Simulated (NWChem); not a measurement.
System: C2H4BF2N; SMILES NB(F)/C=C\F

Input file for NWChem:

```
start job
memory heap 200 mb stack 900 mb global 1100 mb
geometry units angstroms noautoz
  N     -1.396348     0.759966     0.000000
  B     -0.007790     0.945922     0.000000
  F      0.473459     2.208293     0.000000
  C      1.024219    -0.227038     0.000000
  C      0.739281    -1.527029     0.000000
  F     -0.534754    -1.994090     0.000000
  H     -2.046066     1.533533     0.000000
  H     -1.814283    -0.157708     0.000000
  H      2.087400     0.007015     0.000000
  H      1.445974    -2.352566     0.000000
end
basis spherical
  * library def2-svp
end
dft
  xc b3lyp
  iterations 150
  mulliken
end
task dft energy
```

All runs use the structure optimised with B3LYP/6-31G* (spherical d). B3LYP is NWChem's, with the RPA form of VWN correlation.

### Question
Give the results of this calculation. (B3LYP/def2-SVP.) Quantities: energy (Ha); highest occupied level (eV); orbital gap (eV); dipole (D).

### Answer
```
Quantity                      Result
---------------------------  -------
energy (Ha)                  -357.74
highest occupied level (eV)    -7.23
orbital gap (eV)                6.47
dipole (D)                      1.36
```
